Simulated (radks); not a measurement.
Trend from Zr+ to Cd+: ionisation energy by Delta-SCF between NIST ground configurations, and size. Calculated with a radial shooting solver on a logarithmic mesh with Libxc functionals: Dirac Kohn-Sham, PBE, spin-unpolarised, spherical densities, finite nucleus; open shells fill j = l - 1/2 first; Fermi nuclear charge, rms radius of each element as measured or else 0.836 A^(1/3) + 0.57 fm.

| species | configuration | configuration of the ion | IE (eV) | NIST (eV) | kind | outermost | <r> outermost (bohr) |
|---|---|---|---|---|---|---|---|
| Zr+ | [Kr] 4d2 5s1 | [Kr] 4d2 | 12.923 | 13.130 | exp. | 5s1/2 | 3.43 |
| Nb+ | [Kr] 4d4 | [Kr] 4d3 | 14.080 | 14.320 | semi-emp. | 4d3/2 | 2.05 |
| Mo+ | [Kr] 4d5 | [Kr] 4d4 | 15.290 | 16.2 | semi-emp. | 4d5/2 | 1.91 |
| Tc+ | [Kr] 4d5 5s1 | [Kr] 4d5 | 14.826 | 15.260 | semi-emp. | 5s1/2 | 3.04 |
| Ru+ | [Kr] 4d7 | [Kr] 4d6 | 17.988 | 16.8 | semi-emp. | 4d5/2 | 1.65 |
| Rh+ | [Kr] 4d8 | [Kr] 4d7 | 19.298 | 18.080 | semi-emp. | 4d5/2 | 1.56 |
| Pd+ | [Kr] 4d9 | [Kr] 4d8 | 20.590 | 19.4 | semi-emp. | 4d5/2 | 1.47 |
| Ag+ | [Kr] 4d10 | [Kr] 4d9 | 21.868 | 21.484 | exp. | 4d5/2 | 1.40 |
| Cd+ | [Kr] 4d10 5s1 | [Kr] 4d10 | 17.126 | 16.908 | exp. | 5s1/2 | 2.65 |

Reference values: NIST Atomic Spectra Database (exp. = measured, semi-emp. = semi-empirical, theory = theoretical value adopted there). Spin polarisation and multiplet splitting are left out, so open shells lie too high by an amount that depends on their filling.

Beside tabulated values, note that spin-unpolarised runs miss the spin-polarisation part of the exchange energy of open shells.
